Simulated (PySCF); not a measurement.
**Working out the ionisation energy of Kr**

Kr [Kr] (1S) → Kr⁺ [Ar] 3d10 4s2 4p5 (2P). Calculation: PySCF 2.14, in ANO-RCC-VTZP; scalar relativity by spin-free X2C-1e. Frozen: [Ar] 3d10. Energies in hartree (1 hartree = 27.21139 eV):

```tsv
part	Kr (lower)	Kr⁺ (upper)
UHF	-2788.178567	-2787.699133
CCSD correlation	-0.189036	-0.158521
(T)	-0.005562	-0.004068
```

What does Hartree-Fock give?

(-2787.699133) − (-2788.178567) = 0.479434 hartree = 13.046 eV.

What do CCSD and CCSD(T) give?

The CCSD correlation energies differ by 0.030515 hartree = 0.830 eV and the triples by 0.001494 hartree = 0.041 eV, so CCSD gives 13.876 eV and CCSD(T) 13.917 eV.

Measured between the centres of the two terms (NIST): 14.222 eV, so CCSD(T) (valence) is off by -0.305 eV.

What remains against the reference includes basis incompleteness, the frozen core and higher excitations.
